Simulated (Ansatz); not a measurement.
`[OH][GeH2][SiH](O)O`, relaxed with RKS PBE-D4/def2-SVP in the Gaussian-basis code of Ansatz from a rough embedded geometry. The force threshold is 0.03 eV/Å; the program also tests the step.

Charge 0, multiplicity 1.

Start:

```xyz
11

O     1.099    1.128   -1.760
Ge    0.930    0.915   -0.017
Si   -0.634   -0.721    0.353
O    -0.944   -0.915    2.010
O    -0.149   -2.180   -0.361
H     0.277    1.431   -2.125
H     2.242    0.489    0.619
H     0.424    2.277    0.602
H    -1.947   -0.322   -0.305
H    -1.221   -0.095    2.341
H    -0.077   -2.006   -1.356
```

```tsv
step	energy (eV)	largest force (eV/Å)	largest move (Å)
1	-70603.2817	2.708	0.000
2	-70603.5893	0.686	0.174
3	-70603.6198	0.849	0.125
4	-70603.6689	0.477	0.200
5	-70603.6883	0.177	0.075
6	-70603.7120	0.145	0.185
7 (rejected)	-70603.6914	1.552	0.196
8	-70603.7274	0.150	0.098
9	-70603.7414	0.371	0.098
10	-70603.7604	0.609	0.143
11	-70603.7939	0.774	0.195
12	-70603.8244	0.641	0.198
13	-70603.8637	0.477	0.127
14	-70603.8876	0.409	0.134
15	-70603.9182	0.160	0.200
16	-70603.9304	0.519	0.177
17	-70603.9453	0.375	0.075
18	-70603.9687	0.149	0.200
19	-70603.9808	0.172	0.200
20 (rejected)	-70603.9114	0.967	0.200
21	-70603.9877	0.160	0.100
22	-70603.9901	0.305	0.097
23	-70603.9926	0.215	0.062
24	-70603.9937	0.251	0.074
25	-70603.9943	0.105	0.046
26	-70603.9960	0.027	0.032
```

End:

```xyz
11

O     1.286    0.058   -1.439
Ge    0.771    1.134   -0.035
Si   -0.998   -0.364    0.557
O    -0.442   -1.217    1.893
O    -1.091   -1.234   -0.869
H     1.809    0.525   -2.114
H     1.985    1.332    0.915
H     0.362    2.523   -0.613
H    -2.361    0.207    0.833
H    -1.062   -1.876    2.254
H    -0.258   -1.088   -1.383
```

Hardware: 2 threads of an AMD EPYC 7R13 on a shared host. Wall time 46 s, peak host memory 0.2 GiB.
